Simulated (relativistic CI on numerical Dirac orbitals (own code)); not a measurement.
**Co2+ in a cubic cluster: L2,3 absorption with charge transfer**

Computed with a charge-transfer multiplet model of a cubic metal-ligand cluster with up to 2 ligand holes, Slater and spin-orbit integrals from Dirac-Coulomb-Breit ions, Slater integrals scaled by 0.9. The parameters are those of a tetrahedral site (10Dq negative, t2 hopping the larger). The ground state mixes d7 with configurations of k ligand holes L, whose averages lie at kΔ + k(k − 1)U_dd/2; a core hole lowers each added d electron by U_cd. 300 K, Lorentzian 0.4 eV and Gaussian 0.3 eV FWHM.

Atomic integrals in eV (Slater integrals scaled, ζ unscaled), ground: F2dd 10.387, F4dd 6.447, zeta_d 0.063; with the core hole: F2dd 11.102, F4dd 6.898, zeta_d 0.084, zeta_core 9.670, F2cd 6.560, G1cd 4.914, G3cd 2.793.

Cluster parameters (eV): Δ = 2.8, U_dd = 6.7, 10Dq = -0.2, 10Dq(ligand) = 0, V(eg) = 0.62, V(t2g) = -1.06, final-state hopping factor = 1.

| Case | n_d | d7 | d8L | d9L2 | S |
| --- | --- | --- | --- | --- | --- |
| U_cd = 6 eV | 7.13 | 0.88 | 0.12 | 0.00 | 1.50 |
| U_cd = 7.2 eV | 7.13 | 0.88 | 0.12 | 0.00 | 1.50 |
| U_cd = 7.8 eV | 7.13 | 0.88 | 0.12 | 0.00 | 1.50 |
| U_cd = 9 eV | 7.13 | 0.88 | 0.12 | 0.00 | 1.50 |
| U_cd = 9.6 eV | 7.13 | 0.88 | 0.12 | 0.00 | 1.50 |

Weights, n_d and S are thermal averages at 300 K. Photon energies count from the first peak over 30 % of the highest in each spectrum, which can be another peak from case to case. The parameters are a model scan and need not match a compound or its usual spin state. Peaks in eV (height, largest 100):
- U_cd = 6 eV: 0.0 (81), 0.9 (100), 1.4 (92), 2.0 (73), 3.5 (23), 4.5 (13), 16.1 (53), 17.8 (12), 18.6 (9)
- U_cd = 7.2 eV: 0.0 (84), 0.8 (100), 1.3 (92), 1.8 (72), 3.1 (23), 4.1 (14), 16.0 (51), 17.5 (12), 18.3 (8)
- U_cd = 7.8 eV: 0.0 (86), 0.8 (100), 1.3 (92), 3.8 (15), 4.5 (14), 16.0 (50), 17.4 (12), 18.1 (8)
- U_cd = 9 eV: 0.0 (90), 0.8 (100), 2.7 (25), 4.1 (28), 5.9 (7), 6.5 (8), 15.9 (45), 16.9 (14), 18.0 (7)
- U_cd = 9.6 eV: 0.0 (95), 0.7 (100), 2.4 (30), 3.0 (27), 3.8 (36), 5.7 (10), 6.3 (9), 15.7 (40), 16.6 (18), 18.9 (7), 20.4 (6)

For the case U_cd = 7.8 eV, Δ = 2.8 eV is smaller than U_dd = 6.7 eV, the charge-transfer side of the Zaanen-Sawatzky-Allen scheme. With the core hole the configuration with one ligand hole lies at Δ + U_dd − U_cd = 3.5, 2.3, 1.7, 0.5, -0.1 eV from the one without, in the order of the table; where this is negative the screened configuration lies lower, though the effective hopping of about 1.8 eV (from the holes of the mixed ground state) mixes the two strongly wherever it is as large as the gap.
